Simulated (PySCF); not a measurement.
**A ladder of Hamiltonians for Fe²²⁺ (iron, charge +22)**

Occupied: 1s1/2, 2s1/2. Hartree-Fock calculated with PySCF 2.14 in an uncontracted even-tempered set (19 s from 1.9 bohr⁻², ratio 2.3; 13 p from 2.3 bohr⁻², ratio 2.3), Gaussian nucleus throughout. NR is non-relativistic, sf-X2C the spin-free one-electron X2C Hamiltonian, X2C adds the bare one-electron spin-orbit term, X2C-SNSO screens it by Boettger's factors, DC is four-component Dirac-Coulomb, and the Gaunt and Breit terms are added at first order (total energies over the DC spinors, levels after relaxing the spinors in that mean field). QED terms are absent. Levels marked empty are virtual spinors of this ion.

| Hamiltonian | E (hartree) |
| --- | --- |
| NR | -804.9604 |
| sf-X2C | -812.3766 |
| X2C | -812.3766 |
| X2C-SNSO | -812.3766 |
| DC | -812.5104 |
| DC+Gaunt | -812.2341 |
| DC+Breit | -812.2392 |

```csv
level (eV),NR,sf-X2C,X2C,X2C-SNSO,DC,DC+Gaunt,DC+Breit
1s1/2,-8494.3,-8565.5,-8565.5,-8565.5,-8568.7,-8562.1,-8562.2
2s1/2,-1924.2,-1944.6,-1944.6,-1944.6,-1944.9,-1944.2,-1944.3
2p1/2 (empty),-1783.4,-1790.3,-1801.5,-1800.6,-1800.8,-1799.6,-1799.8
2p3/2 (empty),-1783.4,-1790.3,-1784.9,-1785.3,-1785.4,-1784.6,-1784.8
3s1/2 (empty),-783.81,-790.28,-790.28,-790.28,-790.36,-790.17,-790.20
```

How large are the two-electron picture-change error of X2C and the Breit correction in the total energy?

X2C-1e lies 0.1338 hartree above Dirac-Coulomb; Gaunt adds 0.2763 and the full Breit term 0.2712 hartree.

```csv
interval (eV),X2C,X2C-SNSO,DC,DC+Gaunt,DC+Breit
2p3/2 − 2p1/2,16.59,15.30,15.46,14.96,14.96
```

Weight of the small component: 1s1/2 0.00885, 2s1/2 0.00197, 2p1/2 0.00190, 2p3/2 0.00188, 3s1/2 0.000784.

Koopmans' value for the highest occupied level at DC+Breit: 1944.3 eV, against an ionisation energy of 1950.4 ± 1.8 eV (semi-empirical (NIST evaluation); NIST Atomic Spectra Database, ionization energies); the former lacks relaxation, correlation, QED and recoil.

The whole ladder took 49 s of wall time on 1 thread of Neoverse-V2 (shared host), launched as `OMP_NUM_THREADS=1 python relrun2.py TASK.json OUT` (a driver that calls PySCF for each Hamiltonian).
